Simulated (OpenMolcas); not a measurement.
Levels of Ta⁺ by method

* Program: OpenMolcas
* Basis: ANO-R3 [9s7p6d4f3g2h]
* Scalar Hamiltonian: X2C, finite nucleus
* Active space: 4 electrons in 6 orbitals (5d 6s)
* State averaging: 2S+1 = 5 even, 15 roots; 2S+1 = 3 even, 95 roots kept (CI in the orbitals of an earlier block); 2S+1 = 1 even, 77 roots kept (CI in the orbitals of an earlier block)
* Spin-orbit coupling: RASSI with atomic mean-field integrals over the reference wave functions, term energies averaged over their components

Methods on the same reference wave functions:
A. CASSCF
B. SS-CASPT2, IPEA 0.25 Eh, imaginary shift 0.1 Eh (closed shells correlated: 5s 5p)
C. MS-CASPT2, IPEA 0.25 Eh, imaginary shift 0.1 Eh (closed shells correlated: 5s 5p)

Energies in eV above 5d³ 6s ⁵F₁, the measured ground level; measured values from NIST Handbook of Basic Atomic Spectroscopic Data.

```json
{"Level": "5d³ 6s ⁵F₁", "A": "0.0000", "B": "0.0000", "C": "0.0000", "Measured": "0.0000"}
{"Level": "5d³ 6s ⁵F₂", "A": "0.1363", "B": "0.1345", "C": "0.1345", "Measured": "0.1279"}
{"Level": "5d³ 6s ⁵F₃", "A": "0.3343", "B": "0.345", "C": "0.345", "Measured": "0.3276"}
{"Level": "5d³ 6s ⁵F₄", "A": "0.5645", "B": "0.572", "C": "0.572", "Measured": "0.5475"}
{"Level": "5d³ 6s ³P₀(1)", "A": "0.7766", "B": "0.417", "C": "0.417", "Measured": ""}
{"Level": "5d³ 6s ⁵F₅", "A": "0.8060", "B": "0.801", "C": "0.801", "Measured": "0.7671"}
{"Level": "5d³ 6s ³P₁(1)", "A": "0.9373", "B": "0.607", "C": "0.607", "Measured": ""}
{"Level": "5d² 6s² ³F₂", "A": "1.3156", "B": "0.546", "C": "0.546", "Measured": "0.3943"}
{"Level": "5d³ 6s ⁵P₁", "A": "1.5712", "B": "1.390", "C": "1.390", "Measured": ""}
{"Level": "5d² 6s² ³F₃", "A": "1.5774", "B": "0.857", "C": "0.857", "Measured": "0.8470"}
{"Level": "5d⁴ ⁵D₀ [74 %]", "A": "1.7876", "B": "1.602", "C": "1.602", "Measured": ""}
{"Level": "5d² 6s² ³F₄ [60 %]", "A": "1.7901", "B": "1.120", "C": "1.120", "Measured": "1.2084"}
{"Level": "5d³ 6s ⁵P₃", "A": "1.7902", "B": "1.629", "C": "1.629", "Measured": ""}
{"Level": "5d⁴ ⁵D₁ [73 %]", "A": "1.8620", "B": "1.703", "C": "1.703", "Measured": ""}
{"Level": "5d⁴ ⁵D₃", "A": "2.1193", "B": "1.991", "C": "1.991", "Measured": ""}
{"Level": "5d³ 6s ³G₅ [55 %]", "A": "2.1735", "B": "1.809", "C": "1.809", "Measured": ""}
{"Level": "5d³ 6s ³P₀(2)", "A": "2.6548", "B": "2.157", "C": "2.157", "Measured": ""}
{"Level": "5d³ 6s ³H₅ [66 %]", "A": "2.6731", "B": "2.284", "C": "2.284", "Measured": ""}
{"Level": "5d³ 6s ³H₆", "A": "2.6895", "B": "2.285", "C": "2.285", "Measured": ""}
{"Level": "5d³ 6s ³P₁(2) [56 %]", "A": "2.6950", "B": "2.221", "C": "2.221", "Measured": ""}
{"Level": "5d³ 6s ³D₃(1)", "A": "2.7998", "B": "2.359", "C": "2.359", "Measured": ""}
{"Level": "5d³ 6s ³F₂(2)", "A": "3.6983", "B": "2.779", "C": "2.779", "Measured": ""}
{"Level": "5d⁴ ³H₅", "A": "3.7840", "B": "3.256", "C": "3.256", "Measured": ""}
{"Level": "5d³ 6s ³F₃(2)", "A": "3.7856", "B": "2.894", "C": "2.894", "Measured": ""}
```

Deviations, from unrounded energies. A percentage is the sum of absolute deviations over the sum of measured energies, with the sign that they share, or ± where signs differ.

```csv
Against measurement,Levels,A,B,C
mean absolute deviation (cm-1),7,2700,380,380
fine structure of the ground term (%),4,+4.0,+4.6,+4.6
other configurations (%),3,+91.2,±10.2,±10.2
```

B, C lie about equally close to measurement and A furthest from it. The largest miss of B in the table is 5d² 6s² ³F₂, by +1200 cm-1. The ranking rests on the paired levels alone, and a cruder setting can come out closer through cancelling errors.

Between B and C no level of the table moves by more than 5 cm-1.

The two smallest mean deviations differ by little beside CASPT2's spread within terms, so their order carries little weight.

From A to B the spin-free energies of the other terms of 5d³ 6s shown, above ⁵F, scale by factors of 0.46 to 0.85.

The lowest spin-free term lies below A's lowest term by 0.294 hartree in B, 0.294 hartree in C.

CASPT2 breaks the degeneracy within a term, and the mean is taken; among the terms shown or strongly mixed into the levels shown the widest spread is 880 cm-1 (5d³ 6s ⁵F, C). Terms from blocks run as CI alone lack orbitals of their own. Configurations are named by rounded mean occupations; where the s occupation lies near a half they are strongly mixed, a name can repeat and a true partner stay unpaired. A single d shell beside an s shell can misplace configurations of different d count against each other. Without dynamic correlation excited terms often stand tens of per cent too high (terms of higher spin than the ground term too low), and those without a measured partner can miss by more than the paired ones (holds for A). The CASPT2 spread within a term exceeds the gap to the next term for 5d³ 6s ³D(1) and 5d³ 6s ³H, so the order of their levels is uncertain (holds for B; C). Blocks of more than 70 roots (2S+1 = 3 even, 1 even) ran without multistate coupling (holds for C). Computed and measured levels are paired by configuration, term and J; levels that our copy of the source lacks, or whose pairing is in doubt (as where it misses far off the trend of its configuration), stay unpaired and out of the deviations. Levels of configurations outside the active space are missing. The table leaves out levels that lie high or whose names do not pair safely across all columns.

A share in square brackets marks a mixed level and gives the weight of the term that names it, the lowest over the columns. A number in round brackets counts repeated terms of one configuration in the order of the reference energies.
